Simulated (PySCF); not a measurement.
benzoquinone (C6H4O2), SMILES C1(C=CC(C=C1)=O)=O. Atoms are numbered in the order given.

```xyz
12

O      0.0000     0.0000     2.6598
C      0.0000     0.0000     1.4457
C      0.0000    -1.2653     0.6710
C      0.0000    -1.2653    -0.6710
C      0.0000     0.0000    -1.4457
O      0.0000     0.0000    -2.6598
C      0.0000     1.2653    -0.6710
C      0.0000     1.2653     0.6710
H      0.0000    -2.1848     1.2620
H      0.0000    -2.1848    -1.2620
H      0.0000     2.1848    -1.2620
H      0.0000     2.1848     1.2620
```
Charge 0, spin multiplicity 1.

Coordinates come from a PBE0-D3(BJ)/def2-SVP optimisation.

The numbers are results of TDA-B3LYP/def2-SVPD run with PySCF 2.14.0, not measurements.

Vertical excitations.  State labels are in the subgroup D2h.

Computed UV-visible absorptions:
```json
[
 {"state": "S1", "symmetry": "B1g", "energy (eV)": "2.53", "λ (nm)": "490", "f": "0.000", "main pairs": "HOMO→LUMO 99 %"},
 {"state": "S2", "symmetry": "Au", "energy (eV)": "2.77", "λ (nm)": "448", "f": "0.000", "main pairs": "HOMO−1→LUMO 98 %"},
 {"state": "S3", "symmetry": "B3g", "energy (eV)": "3.95", "λ (nm)": "314", "f": "0.000", "main pairs": "HOMO−2→LUMO 97 %"},
 {"state": "S4", "symmetry": "B1u", "energy (eV)": "5.26", "λ (nm)": "236", "f": "0.367", "main pairs": "HOMO−3→LUMO 75 %, HOMO−2→LUMO+1 19 %"},
 {"state": "S5", "symmetry": "B3u", "energy (eV)": "5.44", "λ (nm)": "228", "f": "0.000", "main pairs": "HOMO→LUMO+1 99 %"},
 {"state": "S6", "symmetry": "B2g", "energy (eV)": "5.72", "λ (nm)": "217", "f": "0.000", "main pairs": "HOMO−1→LUMO+1 99 %"},
 {"state": "S7", "symmetry": "B1g", "energy (eV)": "5.99", "λ (nm)": "207", "f": "0.000", "main pairs": "HOMO−4→LUMO 83 %, HOMO−1→LUMO+2 15 %"},
 {"state": "S8", "symmetry": "Au", "energy (eV)": "6.16", "λ (nm)": "201", "f": "0.000", "main pairs": "HOMO→LUMO+2 97 %"},
 {"state": "S9", "symmetry": "B1g", "energy (eV)": "6.52", "λ (nm)": "190", "f": "0.000", "main pairs": "HOMO−1→LUMO+2 82 %, HOMO−4→LUMO 16 %"},
 {"state": "S10", "symmetry": "B2g", "energy (eV)": "6.68", "λ (nm)": "186", "f": "0.000", "main pairs": "HOMO−6→LUMO 99 %"},
 {"state": "T1", "symmetry": "B1g", "energy (eV)": "2.07", "λ (nm)": "599", "f": "0", "main pairs": "HOMO→LUMO 97 %"},
 {"state": "T2", "symmetry": "Au", "energy (eV)": "2.29", "λ (nm)": "541", "f": "0", "main pairs": "HOMO−1→LUMO 96 %"},
 {"state": "T3", "symmetry": "B1u", "energy (eV)": "2.85", "λ (nm)": "436", "f": "0", "main pairs": "HOMO−3→LUMO 93 %"},
 {"state": "T4", "symmetry": "B3g", "energy (eV)": "2.96", "λ (nm)": "419", "f": "0", "main pairs": "HOMO−2→LUMO 94 %"}
]
```
Triplets are in the Tamm–Dancoff approximation.
